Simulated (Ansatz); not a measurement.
Reaction (formal loss of a carbene): `CCO[SiH2]C` → `CO[SiH2]C` + `[CH2]` (triplet)

Program: Ansatz. Geometries: PBE0-D4/def2-TZVP. ΔE: electronic, gas phase. CBS: MP2 limit from def2 TZ/QZ plus the TZ coupled-cluster correction, frozen cores. This one scheme is used for every species. DFT in def2-TZVPP. B3LYP here is the variant with VWN-RPA as its local correlation; programs differ in this. Triplets are unrestricted, without spin–orbit coupling. One conformer a species, not always the lowest.

Task: Is it downhill or uphill in electronic energy at CCSD(T)/CBS, and by how much? (Best estimate.)

Result: Computed: Uphill: ΔE = +4.66 eV.

Task: What do these levels give: PBE-D4, PBE0-D4, ωB97X-V, ωB97M-V, PBE, B3LYP, HF/def2-TZVPP, CCSD(T)/def2-TZVPP, MP2/def2-QZVPP, SCS-MP2/def2-QZVPP, MP2/CBS(def2), CCSD/CBS(def2)? (An estimate is asked.)

Result: The calculation gave: PBE-D4 4.71, PBE0-D4 4.63, ωB97X-V 4.77, ωB97M-V 4.68, PBE 4.65, B3LYP 4.47, HF/def2-TZVPP 3.14, CCSD(T)/def2-TZVPP 4.54, MP2/def2-QZVPP 4.74, SCS-MP2/def2-QZVPP 4.75, MP2/CBS(def2) 4.78, CCSD/CBS(def2) 4.54 eV.

Largest T1 diagnostic among the species: 0.011.

The D4 term adds +0.10 eV with B3LYP and +0.05 eV with PBE0; it sums over pairs of atoms, weighted by their polarisabilities, and B3LYP, whose exchange is more repulsive, gets the larger term. From PBE to PBE0 (25 % exact exchange), in def2-TZVPP and without D4, ΔE moves by −0.07 eV. In def2-TZVPP, CCSD(T) changes the Hartree–Fock value by +1.41 eV (the triples alone add +0.11 eV) and MP2 by +1.53 eV.
